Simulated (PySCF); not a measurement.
# Removal energies of Os⁴⁰⁺ from EOM-IP-GCCSD

Reference: closed-shell Os⁴⁰⁺, [Kr]; one electron is removed. Calculated with PySCF 2.14, two-component X2C-1e with screened spin-orbit coupling, an even-tempered Gaussian basis (19 s from 2 bohr⁻², ratio 2.6; 16 p from 2.6 bohr⁻², ratio 2.6; 11 d from 2.6 bohr⁻², ratio 2.6; 5 f from 2.7 bohr⁻², ratio 2.8); frozen [Ar] 3d10; the 116 highest virtual spinors dropped; of the others 74 kept and the rest restored at second order. No Breit or QED terms. Binding energies in eV.

```csv
level,Koopmans
4p1/2,2105.7
4p3/2,1995.9
```

Problem. How does correlation move these levels?

Solution. 4p1/2: second order 2105.9, EOM-CCSD 2105.8; 4p3/2: second order 1996.8, EOM-CCSD 1996.9.

For comparison, the ionisation energy of Os⁴⁰⁺ is 1996 ± 4 eV (theoretical estimate listed by NIST; NIST Atomic Spectra Database, ionization energies).
